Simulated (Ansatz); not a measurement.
Reactions of CH4Cl3NSi, SMILES `CN[Si](Cl)(Cl)Cl`.

Computed with Ansatz on PBE0-D4/def2-TZVP structures; ΔE is electronic, products minus reactants. CCSD(T)/CBS is the MP2 limit (def2-TZVPP, def2-QZVPP) plus CCSD(T) − MP2 in def2-TZVPP, frozen cores. This one scheme is used for every species, atoms too. For atomizations the MP2-based limit and the directly extrapolated one differ by several kJ/mol either way, and by 10 to 25 for some Ge, Se and Sn compounds, so smaller differences from it don't rank the levels. Functionals use def2-TZVPP. B3LYP here is the variant with VWN-RPA as its local correlation; programs differ in this. No spin–orbit coupling; open shells (•) take unrestricted orbitals. Spin–orbit coupling would lower the free atoms: a little for C, Cl, Si. For Ga, Se outer-core shells are correlated without core-valence functions, so the limit isn't a true one: a few kJ/mol of doubt a bond, and 10 to 20 or more in all where bonds break to atoms. Scalar relativity is left out up to krypton. One conformer a species, not always the lowest.

| reaction | LDA (SPW92) (kJ/mol) | PBE-D4 (kJ/mol) | B3LYP-D4 (kJ/mol) | CCSD/CBS(def2) (kJ/mol) |
| --- | --- | --- | --- | --- |
| `CN[Si](Cl)(Cl)Cl` + CH₃NH₂ → `CN[Si](Cl)(Cl)NC` + HCl | 14 | 24 | 19 | 20 |
| `CN[Si](Cl)(Cl)Cl` + CH₃OH → `CO[Si](Cl)(Cl)Cl` + CH₃NH₂ | -33 | -34 | -39 | -39 |
| `CN[Si](Cl)(Cl)Cl` + H–F → `F[Si](Cl)(Cl)Cl` + CH₃NH₂ | -58 | -61 | -64 | -64 |
| `CN[Si](Cl)(Cl)Cl` + H₂ → `Cl[SiH](Cl)Cl` + CH₃NH₂ | 58 | 53 | 57 | 51 |
| `CN[Si](Cl)(Cl)Cl` → `[CH2]` (triplet) + `N[Si](Cl)(Cl)Cl` | 474 | 408 | 397 | 389 |
| `CN[Si](Cl)(Cl)Cl` + H₂Se → `Cl[Si](Cl)(Cl)[SeH]` + CH₃NH₂ | 18 | 7 | 18 | 17 |
| `CN[Si](Cl)(Cl)Cl` + `N#C[SiH2][GaH2]` → `N#C[Si](Cl)(Cl)Cl` + `CN[SiH2][GaH2]` | 56 | 53 | 55 | 56 |
| `CN[Si](Cl)(Cl)Cl` + H₂O → `O[Si](Cl)(Cl)Cl` + CH₃NH₂ | -29 | -29 | -31 | -30 |
| `CN[Si](Cl)(Cl)Cl` → C• + 3 Cl• + 4 H• + N• + Si• | 4109 | 3657 | 3567 | 3529 |
| `CN[Si](Cl)(Cl)Cl` + H₂S → `S[Si](Cl)(Cl)Cl` + CH₃NH₂ | 18 | 8 | 20 | 20 |

Question: Give the CCSD(T)/CBS values in the same order. (Best estimate.)

Answer: The calculation gave: 20, -39, -61, 55, 400, 15, 55, -28, 3593, 19 kJ/mol.

Largest T1 diagnostic: 0.014, for `N#C[SiH2][GaH2]`.
